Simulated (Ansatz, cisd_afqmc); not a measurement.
System: GeNH5, charge 0, singlet. GeNH5 (SMILES [NH2][GeH3]).
B3LYP-D3(BJ)/def2-TZVP minimum from Ansatz (a program for electronic structure):
```
Ge
H 1 1.5370
H 1 1.5370 2 111.20
H 1 1.5490 2 108.88 3 119.96
N 1 1.8548 2 106.70 4 124.05
H 5 1.0121 1 113.72 2 177.31
H 5 1.0121 6 108.12 1 -127.31
```

Total energies in cc-pVDZ, 14 correlated electrons, 15 frozen orbitals. Open shells are spin-unrestricted; no spin-orbit coupling. Cores are frozen in correlated methods (noble-gas shells, and filled d and f shells in the p block). No relativity. The Monte Carlo rows (phaseless AFQMC, CISD trial, step 0.005/hartree) carry one-sigma bars that omit the constraint's bias. Outlying blocks are dropped, and bars are widened where a walk drifts. Over all cases where full CI ran beside it in this data, AFQMC minus full CI had a median of +0.1 mEh and passed +0.4 mEh in a tenth of the cases.

| method | program | energy (Eh) | minus CCSDT(Q) (mEh) |
|---|---|---|---|
| HF | Ansatz | -2132.69236 | 323.11 |
| MP2 | Ansatz | -2132.97315 | 42.31 |
| CCSD | Ansatz | -2133.00707 | 8.40 |
| CCSD(T) | Ansatz | -2133.01419 | 1.27 |
| CCSDT(Q) | Ansatz | -2133.01546 | 0.00 |
| AFQMC/CISD | cisd_afqmc | -2133.0149 ± 0.0004 | 0.5 ± 0.4 |

Rough core times of Ansatz's runs on a shared machine: CCSD(T) under 20 s, CCSDT(Q) 40 s.
